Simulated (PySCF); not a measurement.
# Exercise with solution: entropy of an ideal gas

Te(Cl)(SH) (ClHSTe), SMILES S[Te]Cl.

Geometry: B3LYP-D3(BJ)/def2-TZVP. The def2 effective core potentials stand for the cores of Te; spin–orbit coupling is left out. Other conformers were not sampled.

B3LYP-D3(BJ)/def2-TZVP in PySCF gives the harmonic wavenumbers 124, 337, 356, 365, 784, 2642 cm⁻¹ and the rotational temperatures 0.2365, 0.1036, 0.0728 K. The molar mass is 196.12 g/mol, the symmetry number 1, the spin multiplicity 1.

Work out the entropy at 298.15 K and 1 atm in the rigid-rotor, harmonic-oscillator model.


Translation (Sackur–Tetrode at 1 atm): S = R[1.5 ln M + 2.5 ln T − 1.16487] = 174.6 J/(mol K).
Rotation: q = (√π/σ) T^1.5/√(θA θB θC) = 216000, S = R[ln q + 3/2] = 114.6 J/(mol K).
Vibration: with u = 1.4388 ν/T, each mode gives R[u/(e^u − 1) − ln(1 − e^−u)]:
```csv
ν (cm⁻¹),modes,u,S (J/(mol K))
124,1,0.60,12.71
337,1,1.63,5.13
356,1,1.72,4.77
365,1,1.76,4.61
784,1,3.78,0.92
```
The stiffer modes add less than 0.005 each. Sum 28.1 J/(mol K).
Spin: R ln 1 = 0.0 J/(mol K).
Total 317.3 J/(mol K); the program's own thermochemistry gives 317.3. Translation makes up 55 % and vibration 9 %. Anharmonicity, hindered rotation and orbital degeneracy are left out.
